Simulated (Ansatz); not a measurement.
System: BeCl2, net charge 0, singlet state. SMILES: [Cl][Be][Cl]
Geometry: optimised at B3LYP-D3(BJ)/def2-TZVP (Ansatz, a program for electronic structure).

Computed values are from Ansatz. Valence correlation only, unless marked. UHF or UKS for open shells. No spin-orbit coupling. No relativistic terms. CBS marks a two-point X^-3 extrapolation of the correlation energy; Hartree-Fock from the larger set.

| Property | Value |
|---|---|
| atomisation energy De | 937.5 kJ/mol at CCSD(T)/CBS(def2-TZVPPD,def2-QZVPPD) |
| total energy | -934.3914 Eh at CCSD(T)/CBS(def2-TZVPPD,def2-QZVPPD) |
| dipole moment | 0.00 D at CCSD(T)/def2-SVPD |
| T1 diagnostic | 0.007 at CCSD/def2-QZVPPD |
